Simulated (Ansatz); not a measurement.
The molecule Cs$_{2}$+, multiplicity 2 (lowest of 2S+1 = 2, 4 at CCSD(T)/def2-TZVPP on PBE0 minima; our sources give no spin for the ground state, which may be another). No spin–orbit coupling.

Constants: fifth-degree fit in 1/R to seven points, most abundant isotopes. Runs in def2 and cc sets follow the lowest solution found near the PBE0 minimum.

Codes used: Ansatz (a quantum-chemistry and plane-wave program).  In def2 rows elements past Kr take small-core potentials, without spin–orbit coupling.

Energies at wB97X-V/def2-TZVPP:

| R (Å) | E (hartree) |
|---|---|
| 5.048213 | -40.13603634 |
| 5.183918 | -40.13656069 |
| 5.308766 | -40.13685260 |
| 5.449899 | -40.13699116 |
| 5.591032 | -40.13695451 |
| 5.753877 | -40.13672871 |
| 5.943864 | -40.13626207 |

**Question.** With a reduced mass of 66.4527 u, find the minimum, the force constant and the constants.

**Answer.** A fifth-degree polynomial in 1/R puts the minimum at r_e = 5.4881 Å with force constant 3.67 N/m. Then ω_e = (1/2πc)√(k/μ) = 31 cm⁻¹ and B_e = h/(8π²cμr_e²) = 0.008423 cm⁻¹; the cubic and quartic terms give α_e = 1.5e-5 and ω_e x_e = 0.041 cm⁻¹.
